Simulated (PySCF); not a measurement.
CH6Cl2OSi2.

```xyz
12

C      1.7382    -1.1756    -0.8308
Si     0.5017     0.0085    -0.1045
Cl     1.3357     1.9058    -0.0515
Cl     0.1214    -0.6047     1.8608
Si    -1.6472     0.0372    -1.0287
O     -2.3617    -1.3926    -0.5396
H      1.3123    -2.1903    -0.8578
H      2.6551    -1.1918    -0.2224
H      1.9997    -0.8729    -1.8563
H     -2.3594     1.2552    -0.5321
H     -1.6397     0.0340    -2.5175
H     -2.2378    -1.5981     0.3943
```

Geometry optimised at PBE0-D3(BJ)/def2-SVP. The structure was generated by enumeration, and PubChem lists no compound with its InChIKey, so it may never have been made. The values are those of a single conformer.

All values below come from PBE0/pcSseg-1 (PySCF). Non-relativistic, no solvent.

Q: Give the absolute GIAO shielding of each atom: isotropic value and principal components (ppm). (The exact figures need the calculation; the answer reports its results.)

A: 
```json
[
 {"atom": "C1", "σ(iso)": "175.9", "σ11": "164.0", "σ22": "174.2", "σ33": "189.4", "span": "25.3"},
 {"atom": "Si2", "σ(iso)": "302.4", "σ11": "286.7", "σ22": "292.7", "σ33": "327.8", "span": "41.1"},
 {"atom": "Cl3", "σ(iso)": "878.3", "σ11": "749.1", "σ22": "922.5", "σ33": "963.3", "span": "214.2"},
 {"atom": "Cl4", "σ(iso)": "881.0", "σ11": "754.9", "σ22": "922.7", "σ33": "965.5", "span": "210.6"},
 {"atom": "Si5", "σ(iso)": "378.5", "σ11": "333.0", "σ22": "348.3", "σ33": "454.2", "span": "121.2"},
 {"atom": "O6", "σ(iso)": "333.2", "σ11": "298.8", "σ22": "328.6", "σ33": "372.1", "span": "73.2"},
 {"atom": "H7", "σ(iso)": "30.5", "σ11": "26.2", "σ22": "28.4", "σ33": "36.8", "span": "10.6"},
 {"atom": "H8", "σ(iso)": "30.2", "σ11": "26.2", "σ22": "28.2", "σ33": "36.1", "span": "9.9"},
 {"atom": "H9", "σ(iso)": "30.6", "σ11": "26.5", "σ22": "27.7", "σ33": "37.7", "span": "11.2"},
 {"atom": "H10", "σ(iso)": "26.1", "σ11": "22.6", "σ22": "25.2", "σ33": "30.6", "span": "8.0"},
 {"atom": "H11", "σ(iso)": "26.3", "σ11": "23.3", "σ22": "25.0", "σ33": "30.6", "span": "7.3"},
 {"atom": "H12", "σ(iso)": "30.5", "σ11": "20.6", "σ22": "28.5", "σ33": "42.6", "span": "22.0"}
]
```
